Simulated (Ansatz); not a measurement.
Basis-set extrapolation for `C[Si](N)(O)[SiH3]` (PBE0-D4/def2-TZVP geometry, frozen core, the Gaussian-basis code of Ansatz). Multiplicity 1, RHF reference.

```json
{"": "HF", "def2-TZVPP": "-750.478133", "def2-QZVPP": "-750.504978"}
{"": "MP2 correlation", "def2-TZVPP": "-0.885516", "def2-QZVPP": "-0.951210"}
{"": "CCSD(T) correlation", "def2-TZVPP": "-0.975218", "def2-QZVPP": "not run"}
```

Energies in hartree. Use E(X) = E(∞) + A·exp(−7.88·√X) for Hartree–Fock and E(X) = E(∞) + B·X^(−2.97) for correlation, with X = 3 and 4, and add CCSD(T) minus MP2 of the smaller set to the MP2 limit.

What is the CCSD(T) energy at the basis-set limit?

HF limit: -750.504978 + (-0.026845) × 0.13774 = -750.50868. MP2 limit: -0.951210 + (-0.065694) × 0.74074 = -0.99987. Higher-order term: -0.975218 − (-0.885516) = -0.08970. Total: -751.59825 hartree, 380.4 kJ/mol below CCSD(T)/def2-TZVPP.
